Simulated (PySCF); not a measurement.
**Radial density of Al (aluminium, neutral)**

M06, [Ne] 3s2 3d1, 2D determinant (an excited configuration). All numbers are calculated (PySCF 2.14, the spin-free X2C one-electron Hamiltonian (Gaussian nucleus), in aug-cc-pCVTZ-DK).

| r (bohr) | 4πr²ρ (e/bohr) | 4πr²(ρα − ρβ) |
| --- | --- | --- |
| 0.00168 | 0.05572 | 0.0000 |
| 0.00283 | 0.1468 | 0.0000 |
| 0.00475 | 0.3825 | 0.0000 |
| 0.00800 | 0.9697 | 0.0000 |
| 0.0135 | 2.335 | -0.0001 |
| 0.0226 | 5.133 | -0.0001 |
| 0.0381 | 9.656 | -0.0002 |
| 0.0640 | 13.99 | -0.0003 |
| 0.108 | 13.50 | 0.0000 |
| 0.181 | 8.974 | 0.0005 |
| 0.305 | 10.35 | -0.0001 |
| 0.512 | 12.31 | 0.0004 |
| 0.862 | 5.312 | 0.0014 |
| 1.45 | 1.258 | 0.0049 |
| 2.44 | 0.9115 | 0.0369 |
| 4.10 | 0.2556 | 0.1189 |
| 6.90 | 0.1819 | 0.1804 |
| 11.6 | 0.007832 | 0.0078 |

Densities and radii are taken from the X2C orbitals without a picture-change correction, which distorts them close to the nucleus.

The outer electron is Rydberg-like, and this basis confines it to a smaller radius and binds it less than a complete one would.
